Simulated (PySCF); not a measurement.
Saddle point of SiNH$_{6}$OF, closed shell (SiH₃OF ([OH][SiH2][F]) + NH₃ → SiNH₅O ([NH2][SiH2][OH]) + HF; bonds formed: Si1–N7, F2–H6; bonds broken: Si1–F2, H6–N7), PBE0-D4/def2-TZVP structure:

| atom | x (Å) | y (Å) | z (Å) |
| --- | --- | --- | --- |
| Si1 | -0.5758 | -0.0894 | 0.5636 |
| F2 | 1.4586 | -0.9095 | 0.2048 |
| H3 | -0.8820 | -1.5239 | 0.7155 |
| H4 | -1.8818 | 0.6315 | 0.5516 |
| O5 | 0.2557 | 0.7896 | 1.6570 |
| H6 | 0.9462 | -0.3371 | -0.8750 |
| N7 | -0.0141 | 0.1780 | -1.1875 |
| H8 | 1.1531 | 0.4387 | 1.7238 |
| H9 | -0.5405 | -0.3262 | -1.8912 |
| H10 | 0.0805 | 1.1484 | -1.4626 |

Energies are electronic, without zero-point energy. Barriers and step energies count from the start structure reached by relaxing down the imaginary mode; all methods use the PBE0-D4 structures, on which another method's saddle can fall below an end. Program: PySCF 2.14 with density fitting (its default auxiliary sets; JK sets also for MP2 and CCSD(T)). Basis: def2-TZVPP, with def2-QZVPP for the basis limit. Cores are frozen in the correlated methods. B3LYP uses VWN-RPA correlation. Extrapolation: Hartree–Fock as exp(−7.88 √X), correlation as X^−2.97.

```tsv
method	barrier (kJ/mol)	step energy (kJ/mol)
SPW92	66.9	29.9
PBE-D4	95.7	44.9
r2SCAN-D4	108.5	53.8
PBE0-D4	?	48.9
B3LYP-D4	119.0	54.9
BHLYP-D4	133.6	61.3
wB97M-V	118.0	58.7
HF	?	78.6
MP2	?	54.9
CCSD	133.2	61.1
CCSD(T)	125.1	57.7
```

(1) Fill in the withheld barriers. (Judge from chemistry; the value comes from the calculation.)

The T1 diagnostic stays at or below 0.013.

Results:

(1) The calculation gives: MP2 120.4; HF 172.7; PBE0-D4 108.7 kJ/mol. Each is the energy of the saddle less that of the start structure, by the same method.

For comparison, the barrier by CCSD(T) at an estimated basis limit (MP2 extrapolated from triple and quadruple zeta, plus CCSD(T) − MP2 in triple zeta) is 122.2 kJ/mol.

The step is the kind of exchange with an N–H group that builds nitride films in atomic layer and chemical vapour deposition.

Labels in which every atom is bracketed show which atoms are joined, not bond orders.

For scale, one of the runs: CCSD(T)/def2-TZVPP, 219 basis functions, launched by `OMP_NUM_THREADS=4 python run.py`. Hardware: 4 CPU threads of an Arm Neoverse V2, shared host. Wall time 10 min; peak host memory 3.8 GiB.
